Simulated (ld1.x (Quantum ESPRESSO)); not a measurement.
# bromine, TM: configuration errors across variants

| Item | Value |
| --- | --- |
| Element | bromine |
| Generator | ld1.x (Quantum ESPRESSO) 7.5 |
| Type | norm-conserving Troullier–Martins (Kleinman–Bylander form) |
| Functional | PBEsol |
| Relativity | scalar-relativistic |
| Frozen core | [Ar] |
| Valence charge | 17 |
| Reference configuration | 3d10 4s1 4p6 |
| Partial waves | 4s (bound): rc 1.15 bohr; 4p (bound): rc 1.85 bohr; 3d (bound): rc 0.55 bohr |
| Local potential | the d channel |
| Core correction | none |

All-electron excitation energies from the reference (eV): (1) 3d10 4s2 4p4 0.177; (2) 3d10 4s2 4p3 22.949; (3) 3d10 4s1 4p5 13.185; (4) 3d10 4s2 4p4.5 -7.303; (5) 3d9 4s2 4p6 51.939.

Tests that are not counted but printed errors over 1 eV. “base”: 3d10 4s2 4p5 (solver errors, printed error -249 eV); 3d9 4s2 4p5 (solver errors, printed error -3887 eV). “wave 4p (bound): rc 1.85 bohr becomes 4p (bound): rc 1.50 bohr”: 3d10 4s2 4p5 (solver errors, printed error -249 eV); 3d9 4s2 4p5 (solver errors, printed error -3264 eV). “wave 4p (bound): rc 1.85 bohr becomes 4p (bound): rc 1.86 bohr”: 3d10 4s2 4p5 (solver errors, printed error -249 eV); 3d9 4s2 4p5 (solver errors, printed error -3887 eV). “wave 4p (bound): rc 1.85 bohr becomes 4p (bound): rc 2.14 bohr”: 3d10 4s2 4p5 (solver errors, printed error -273 eV); 3d9 4s2 4p5 (solver errors, printed error -3270 eV). “wave 4p (bound): rc 1.85 bohr becomes 4p (bound): rc 2.30 bohr”: 3d9 4s2 4p5 (solver errors, printed error -314 eV).

A true bound ghost makes a file unfit for plane-wave use even where its test errors are small: the radial tests pick states by their node count and pass the ghost by. Where a test does run into it, the solver fails or the error is huge.

Errors AE − PS in meV (a dash: test not solved or not reliable):

```csv
change,(1),(2),(3),(4),(5),bound ghosts
base,-4.5,-24,-2.7,-7.1,-1147,"s, p"
wave 4p (bound): rc 1.85 bohr becomes 4p (bound): rc 1.16 bohr,-0.1,-23,-2.0,-1.0,-964,"s, p"
wave 4p (bound): rc 1.85 bohr becomes 4p (bound): rc 1.50 bohr,-5.3,-24,-2.7,-8.4,-1163,"s, p"
wave 4p (bound): rc 1.85 bohr becomes 4p (bound): rc 1.86 bohr,-4.5,-24,-2.7,-7.1,-1147,"s, p"
wave 4p (bound): rc 1.85 bohr becomes 4p (bound): rc 2.14 bohr,-1.5,-30,-2.4,-1.5,-1075,"s, p"
wave 4p (bound): rc 1.85 bohr becomes 4p (bound): rc 2.30 bohr,-0.4,-36,-2.3,+1.5,-1035,"s, p"
wave 4p (bound): rc 1.85 bohr becomes 4p (bound): rc 2.60 bohr,-0.1,-46,-2.2,+4.7,-989,"s, p"
wave 4p (bound): rc 1.85 bohr becomes 4p (bound): rc 2.72 bohr,-0.3,-52,-2.2,+5.7,-973,"s, p"
```

(1) Give the same row for: wave 4p (bound): rc 1.85 bohr becomes 4p (bound): rc 1.66 bohr.

Answers

(1) -6.0, -24, -2.8, -9.2, –; bound ghosts: s, p. Not counted: 3d9 4s2 4p6 (solver errors, printed error -3328 eV); 3d9 4s2 4p5 (solver errors, printed error -3256 eV); 1 more.
